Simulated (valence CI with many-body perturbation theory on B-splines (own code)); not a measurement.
Results of a calculation; reference values are marked as such.
**Ru28+: what each term of the Hamiltonian does**

Method: configuration interaction combined with many-body perturbation theory (CI+MBPT): six valence electrons over a frozen Dirac-Fock core [Ne], a basis of 9 s, 9 p, 8 d, 6 f, 3 g, 1 h functions for each j, with the one-electron correlation potential Σ1 (screened to all orders), the two-electron term Σ2, the three-electron term Σ3, Breit, model QED; selected single and double excitations, second order for the rest, scaled by the run's own slope (own B-spline code, finite nucleus).

The last digits are not significant, and no measured levels were compared; by estimate large intervals hold to a few tenths of a per cent, small ones and those within an open d or f shell to about a per cent. Among the levels kept, up to 1500 cm⁻¹ of a level comes from second order outside the variational space, and about a tenth of that is noise between levels of different J, which matters for small intervals.

Each rung adds one term. CI alone is the Dirac-Coulomb CI over the frozen core; QED comes last and gives the full result, which names the levels. Energies are above (3s^2 3p1/2^2 3p3/2^2) J=2 on the same rung, in eV.

Levels are named by their leading jj configuration (3d3/2^4 stands for four electrons in 3d with j = 3/2), which in mixed levels can hold well under half, so a name can repeat and another be missing. Letters in brackets count levels of one name in rising energy.

| Level | CI alone | Σ1 | Σ2 | Σ3 | Breit | QED | Full |
| --- | --- | --- | --- | --- | --- | --- | --- |
| (3s^2 3p1/2^2 3p3/2^2) J=0 | 9.07 | +0.003 | -0.027 | -0.036 | +0.046 | -0.005 | 9.05 |
| (3s^2 3p1/2 3p3/2^3) J=1 | 27.80 | +0.047 | +0.048 | +0.006 | -0.426 | +0.057 | 27.53 |
| (3s^2 3p1/2 3p3/2^3) J=2 | 33.48 | +0.048 | +0.020 | -0.019 | -0.497 | +0.056 | 33.09 |
| (3s^2 3p3/2^4) J=0 | 65.55 | +0.093 | +0.057 | -0.037 | -0.870 | +0.101 | 64.89 |
| (3s 3p1/2^2 3p3/2^3) J=2 | 106.33 | -0.122 | -0.035 | +0.125 | -0.133 | -0.425 | 105.74 |
| (3s^2 3p1/2^2 3p3/2 3d3/2) J=1 [a] | 112.96 | -0.134 | -0.109 | +0.055 | -0.176 | -0.287 | 112.30 |
| (3s^2 3p1/2^2 3p3/2 3d3/2) J=2 | 118.35 | -0.153 | -0.234 | -0.102 | -0.279 | -0.071 | 117.51 |
| (3s^2 3p1/2^2 3p3/2 3d3/2) J=0 | 119.75 | -0.150 | -0.198 | -0.085 | -0.237 | -0.071 | 119.01 |
| (3s^2 3p1/2^2 3p3/2 3d3/2) J=3 | 120.18 | -0.146 | -0.221 | -0.108 | -0.423 | -0.056 | 119.23 |
| (3s^2 3p1/2^2 3p3/2 3d5/2) J=4 | 125.78 | -0.111 | -0.212 | -0.109 | -0.676 | -0.040 | 124.63 |
| (3s^2 3p1/2^2 3p3/2 3d3/2) J=1 [b] | 126.11 | -0.128 | -0.222 | -0.045 | -0.324 | -0.180 | 125.21 |
| (3s^2 3p1/2^2 3p3/2 3d5/2) J=2 | 130.72 | -0.113 | -0.265 | -0.101 | -0.573 | -0.071 | 129.59 |
| (3s 3p1/2 3p3/2^4) J=0 | 135.04 | -0.084 | +0.018 | +0.094 | -0.492 | -0.342 | 134.24 |
| (3s^2 3p1/2^2 3p3/2 3d5/2) J=3 | 137.23 | -0.121 | -0.281 | -0.179 | -0.566 | -0.038 | 136.05 |
| (3s 3p1/2 3p3/2^4) J=1 | 140.24 | -0.091 | -0.121 | +0.015 | -0.613 | -0.202 | 139.23 |
| (3s^2 3p1/2 3p3/2^2 3d3/2) J=1 [a] | 141.48 | -0.107 | -0.219 | -0.148 | -0.667 | -0.023 | 140.31 |
| (3s^2 3p1/2 3p3/2^2 3d3/2) J=2 [a] | 143.00 | -0.112 | -0.199 | -0.085 | -0.726 | -0.013 | 141.87 |
| (3s^2 3p1/2 3p3/2^2 3d3/2) J=0 | 144.30 | -0.101 | -0.195 | -0.062 | -0.746 | -0.029 | 143.16 |
| (3s^2 3p1/2 3p3/2^2 3d3/2) J=3 [a] | 145.90 | -0.104 | -0.195 | -0.097 | -0.882 | -0.006 | 144.61 |

The middle columns are the shifts that each term adds.

**Question.** How does the ionisation energy move along the ladder, and which term matters most?

**Answer.** CI alone 1580.3, + Σ1 1581.1, + Σ2 1581.2, + Σ3 1580.7, + Breit 1579.9, + QED 1579.9 eV. The largest step is Breit, -0.8 eV, with Σ1 about as large (0.8). NIST lists 1577 ± 2.1 eV (semi-empirical).
